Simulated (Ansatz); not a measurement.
C2H5NO, SMILES `C1NCO1` (charge 0, multiplicity 1).

The numbers are results of Ansatz (a quantum-chemistry and plane-wave program) with CAM-B3LYP/cc-pVTZ // B3LYP-D3(BJ)/def2-TZVP, not measurements.

Ansatz 0.2 input:
```yaml
crystal:
  periodic: [false, false, false]
  atoms:
    - { symbol: C, position_ang: [-1.010438, -0.075166, -0.16084] }
    - { symbol: N, position_ang: [0.0157, 0.81422, 0.411288] }
    - { symbol: C, position_ang: [1.004887, -0.105515, -0.177685] }
    - { symbol: O, position_ang: [-0.020181, -0.892691, -0.806018] }
    - { symbol: H, position_ang: [-1.608608, -0.634363, 0.569199] }
    - { symbol: H, position_ang: [-1.670225, 0.409362, -0.88669] }
    - { symbol: H, position_ang: [0.024056, 0.807697, 1.422932] }
    - { symbol: H, position_ang: [1.666741, 0.359109, -0.914583] }
    - { symbol: H, position_ang: [1.598065, -0.682653, 0.542396] }
basis:
  gaussian: { orbitals: cc-pVTZ }
hamiltonian:
  xc: cam_b3lyp
```

Output:

```
Functional definition: CAM-B3LYP
970 factors; their error is unknown
246 factors; integrals over basis functions are off by at most 1.0e-5 eV
mean field evaluation 1: about -5686.3179 eV, gradient 4.8e1 eV
mean field evaluation 2: about -5685.7243 eV, gradient 5.3e1 eV
mean field evaluation 4: about -5690.4766 eV, gradient 2.4e0 eV
mean field evaluation 8: about -5690.4862 eV, gradient 2.8e-2 eV
mean field evaluation 16: about -5690.4630 eV, gradient 4.1e-5 eV
mean field -5690.46303718 eV, -209.1206594820 hartree, gradient 4.1e-5 eV, S^2 0.000000; 0 other end points of the search recorded, 0 dependent functions left out
reference -5690.46314714 eV, -209.1206635229 hartree; 16, 16 occupied and 174, 174 virtual orbitals, 970 factors
Total energy: -5690.46314714 eV, -209.1206635229 hartree
```
